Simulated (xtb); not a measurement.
CH₆ClNOSi, SMILES C[Si](N)(O)Cl. All values are semi-empirical tight-binding results from xtb (GFN2-xTB unless named), good for trends rather than for accurate numbers. Geometry: GFN2-xTB. This is a generated structure with no PubChem entry under its InChIKey; it may be hypothetical. One conformer was computed; it need not be the lowest.

Optimised geometry:

```xyz
11

C      1.7386    -0.8290    -0.5381
Si     0.0658     0.0265    -0.2981
N     -1.0536    -0.7187    -1.3808
O      0.0851     1.6235    -0.6111
Cl    -0.4760    -0.0140     1.6511
H      1.7138    -1.8575    -0.1933
H      2.5200    -0.3189     0.0174
H      2.0277    -0.8400    -1.5843
H     -1.9754    -0.3186    -1.4656
H     -1.1202    -1.7226    -1.3968
H      0.2673     1.9426    -1.4904
```

Problem. Estimate the properties. (The exact figures need the calculation; the answer reports its results.)

Solution. 
| Item | Value |
|---|---|
| orbital gap | 7.36 eV |
| dipole moment | 3.51 D |
| zero-point energy | 48.8 kcal/mol |
| G − E(el) at 298.15 K (modified RRHO) | 28.5 kcal/mol |
| static polarisability (D4 model) | 72.5 bohr³ |
| solvation energy, GFN2-xTB/ALPB(water) | -8.4 kcal/mol |
| solvation energy, GFN2-xTB/ALPB(ether) | -9.2 kcal/mol |

Problem. Give the atomic charges and the Wiberg bond orders between heavy atoms. (Estimate from the structure and the level; the computed values follow.)

Solution. charges (e) C1 -0.20, Si2 0.59, N3 -0.41, O4 -0.46, Cl5 -0.26, H6 0.04, H7 0.04, H8 0.03, H9 0.16, H10 0.16, H11 0.31. Bond orders C1–Si2 0.87, Si2–N3 1.11, Si2–O4 1.17, Si2–Cl5 1.02.
